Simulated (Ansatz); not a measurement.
The cluster Na₆P⁻. Total charge -1; singlet. Geometry PBE-D4/def2-SVPD.

| atom | x (Å) | y (Å) | z (Å) |
| --- | --- | --- | --- |
| P1 | 0.108 | -0.428 | -0.626 |
| Na2 | -1.794 | -0.018 | 1.237 |
| Na3 | 2.169 | -1.203 | -2.144 |
| Na4 | -0.671 | 1.018 | 4.607 |
| Na5 | -1.362 | -1.456 | -2.609 |
| Na6 | 0.131 | 1.800 | -2.082 |
| Na7 | 1.419 | 0.286 | 1.616 |

The restricted singlet is unstable towards broken spin symmetry at other levels; at PBE-D4/def2-TZVPD, r2SCAN-D4/def2-TZVPD, r2SCANh-D4/def2-TZVPD, PBE0-D4/def2-TZVPD and others this wasn't settled. At PBE-D4/def2-TZVPD, r2SCAN-D4/def2-TZVPD, r2SCANh-D4/def2-TZVPD the highest occupied level of the charge -1 singlet lies above zero (up to 0.17 eV). The electron is either unbound and held by the finite basis, or the level is raised by self-interaction error. The geometry of the singlet was relaxed on an unsound state (restricted singlet, unstable towards broken spin symmetry at other levels and untested here). The structure comes from a short search, and lower isomers may exist.

(1) Estimate the orbital energies around the gap (eV) in Ansatz with PBE-D4/def2-TZVPD, r2SCAN-D4/def2-TZVPD, r2SCANh-D4/def2-TZVPD, PBE0-D4/def2-TZVPD, BHLYP-D4/def2-TZVPD.

Answers

(1) 
| orbital | PBE-D4/def2-TZVPD | r2SCAN-D4/def2-TZVPD | r2SCANh-D4/def2-TZVPD | PBE0-D4/def2-TZVPD | BHLYP-D4/def2-TZVPD |
| --- | --- | --- | --- | --- | --- |
| HOMO−5 | -8.44 | -8.90 | -9.49 | -10.09 | -11.61 |
| HOMO−4 | -1.60 | -1.72 | -2.02 | -2.40 | -3.04 |
| HOMO−3 | -1.36 | -1.48 | -1.75 | -2.07 | -2.61 |
| HOMO−2 | -1.07 | -1.20 | -1.47 | -1.78 | -2.31 |
| HOMO−1 | -0.48 | -0.54 | -0.72 | -0.97 | -1.30 |
| HOMO | 0.17 | 0.15 | 0.03 | -0.14 | -0.29 |
| LUMO | 0.75 | 0.79 | 0.91 | 1.06 | 1.44 |
| LUMO+1 | 0.78 | 0.87 | 0.99 | 1.13 | 1.50 |
| LUMO+2 | 0.79 | 0.88 | 1.01 | 1.15 | 1.58 |
| LUMO+3 | 0.98 | 1.08 | 1.19 | 1.29 | 1.64 |
| LUMO+4 | 1.23 | 1.32 | 1.43 | 1.50 | 1.81 |
| LUMO+5 | 1.27 | 1.35 | 1.46 | 1.55 | 1.90 |
